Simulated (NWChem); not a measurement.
Program: NWChem. System: O$_{2}$Se, charge 0, spin multiplicity 1, displaced from the optimised geometry. Level: PBE/def2-SVP, spin-restricted.

Input file:

```
start mol
memory heap 200 mb stack 900 mb global 1100 mb
geometry units angstroms nocenter noautoz noautosym
  O      1.244145     0.000000     0.516342
  Se     0.000000     0.000000    -0.275383
  O     -1.352331     0.000000     0.585188
end
basis spherical
  * library def2-svp
end
dft
  xc xpbe96 cpbe96
  semidirect memsize 60000000 filesize 0
  iterations 100
end
task dft energy
```

Part of the output:

```
             Northwest Computational Chemistry Package (NWChem) 7.3.0
             --------------------------------------------------------

                                NWChem Input Module
                                -------------------

 Scaling coordinates for geometry "geometry" by  1.889725989
 (inverse scale =  0.529177249)

                             Geometry "geometry" -> ""
                             -------------------------

 Output coordinates in angstroms (scale by  1.889725989 to convert to a.u.)

  No.       Tag          Charge          X              Y              Z
 ---- ---------------- ---------- -------------- -------------- --------------
    1 O                    8.0000     1.24414500     0.00000000     0.51634200
    2 Se                  34.0000     0.00000000     0.00000000    -0.27538300
    3 O                    8.0000    -1.35233100     0.00000000     0.58518800

 Effective nuclear repulsion energy (a.u.)     200.4388011367

            Nuclear Dipole moment (a.u.)
            ----------------------------
        X                 Y               Z
 ---------------- ---------------- ----------------
    -1.6355351664     0.0000000000    -1.0408270594


 Summary of "ao basis" -> "" (spherical)
 ------------------------------------------------------------------------------
       Tag                 Description            Shells   Functions and Types
 ---------------- ------------------------------  ------  ---------------------
 *                          def2-svp                  on all atoms

  pbe96 is a nonlocal functional; adding pw91lda local functional.

                                 NWChem DFT Module
                                 -----------------

 Summary of "ao basis" -> "ao basis" (spherical)
 ------------------------------------------------------------------------------
       Tag                 Description            Shells   Functions and Types
 ---------------- ------------------------------  ------  ---------------------
 O                          def2-svp                 6       14   3s2p1d
 Se                         def2-svp                12       32   5s4p3d
[...]
 Vector   25  Occ=2.000000D+00  E=-2.628732D-01
              MO Center= -6.3D-01,  1.1D-08,  3.5D-01, r^2= 2.0D+00
   Bfn.  Coefficient  Atom+Function         Bfn.  Coefficient  Atom+Function
  ----- ------------  ---------------      ----- ------------  ---------------
    52      0.524879  3 O  pz                19      0.379765  2 Se s
    55      0.379648  3 O  pz                 6      0.252592  1 O  pz
     9      0.184913  1 O  pz                28     -0.182330  2 Se pz
     4      0.145226  1 O  px                18      0.140975  2 Se s
    17     -0.119890  2 Se s                  7      0.107712  1 O  px

 Vector   26  Occ=0.000000D+00  E=-1.522769D-01
              MO Center= -6.2D-02,  5.6D-09,  4.3D-03, r^2= 2.2D+00
   Bfn.  Coefficient  Atom+Function         Bfn.  Coefficient  Atom+Function
  ----- ------------  ---------------      ----- ------------  ---------------
    30      0.536621  2 Se py                27      0.451552  2 Se py
    51     -0.367133  3 O  py                 5     -0.360001  1 O  py
     8     -0.319707  1 O  py                54     -0.314992  3 O  py
    24     -0.259022  2 Se py                43     -0.086376  2 Se d -1
    21      0.083428  2 Se py                33      0.045560  2 Se d -1

 Vector   27  Occ=0.000000D+00  E= 1.546634D-02
              MO Center= -9.0D-02,  4.4D-09,  8.6D-03, r^2= 2.3D+00
   Bfn.  Coefficient  Atom+Function         Bfn.  Coefficient  Atom+Function
  ----- ------------  ---------------      ----- ------------  ---------------
    31      0.831713  2 Se pz                19      0.707461  2 Se s
    49     -0.655690  3 O  s                 29     -0.528545  2 Se px
    53     -0.414877  3 O  px                50     -0.322400  3 O  px
    28      0.289632  2 Se pz                 7      0.286700  1 O  px
     4      0.244971  1 O  px                 3     -0.212464  1 O  s

 Vector   28  Occ=0.000000D+00  E= 3.301649D-02
              MO Center=  5.3D-02, -3.1D-09, -3.5D-01, r^2= 2.6D+00
   Bfn.  Coefficient  Atom+Function         Bfn.  Coefficient  Atom+Function
  ----- ------------  ---------------      ----- ------------  ---------------
    29      1.178319  2 Se px                 3     -0.890234  1 O  s
    19      0.621380  2 Se s                 31      0.479542  2 Se pz
     7      0.298391  1 O  px                 9      0.291454  1 O  pz
    55     -0.287194  3 O  pz                26      0.276610  2 Se px
    52     -0.244707  3 O  pz                49      0.235345  3 O  s

 center of mass
 --------------
 x =  -0.02948413 y =   0.00000000 z =  -0.07009510

 moments of inertia (a.u.)
 ------------------
          55.615761816207           0.000000000000           8.737840378154
           0.000000000000         248.392342943073           0.000000000000
           8.737840378154           0.000000000000         192.776581126866

     Multipole analysis of the density
     ---------------------------------

     L   x y z        total         alpha         beta         nuclear
     -   - - -        -----         -----         ----         -------
     0   0 0 0     -0.000000    -25.000000    -25.000000     50.000000

     1   1 0 0      0.182049      0.908792      0.908792     -1.635535
     1   0 1 0     -0.000000     -0.000000     -0.000000      0.000000
     1   0 0 1     -0.912170      0.064328      0.064328     -1.040827

     2   2 0 0    -24.222461    -60.344823    -60.344823     96.467186
     2   1 1 0     -0.000000     -0.000000     -0.000000      0.000000
     2   1 0 1      0.199935      2.227801      2.227801     -4.255667
     2   0 2 0    -18.798045     -9.399022     -9.399022      0.000000
     2   0 1 1      0.000000      0.000000      0.000000      0.000000
     2   0 0 2    -20.702576    -23.655019    -23.655019     26.607463

 Task  times  cpu:        2.3s     wall:        2.3s

 Total times  cpu:        2.3s     wall:        2.3s
```
